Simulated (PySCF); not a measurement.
Ligands exchanged one at a time, In CH3-NH2. Gas-phase values, no solvent. One relaxed conformer stands for each flexible species; it need not be the lowest. Strings in code marks are SMILES.

The four lowest singlet excitations (Tamm–Dancoff). Level of theory: ωB97X-D3(BJ)/def2-TZVP // B3LYP-D3(BJ)/def2-TZVP (PySCF 2.14.0). Excitations are Tamm–Dancoff values on a coarser integration grid. The basis has no diffuse functions, so Rydberg states are missing or too high.

```tsv
state	energy (eV)	wavelength (nm)	oscillator strength
S1	5.75	215	0.063
S2	5.84	212	0.000
S3	6.03	206	0.069
S4	6.81	182	0.036
```

**Question.** Which member gives these states?
A. `[NH2][In]([NH2])[NH2]`
B. `[CH3][In]([NH2])[NH2]`
C. `[CH3][In]([CH3])[NH2]`
D. `[CH3][In]([CH3])[CH3]`

**Answer.** C, `[CH3][In]([CH3])[NH2]`
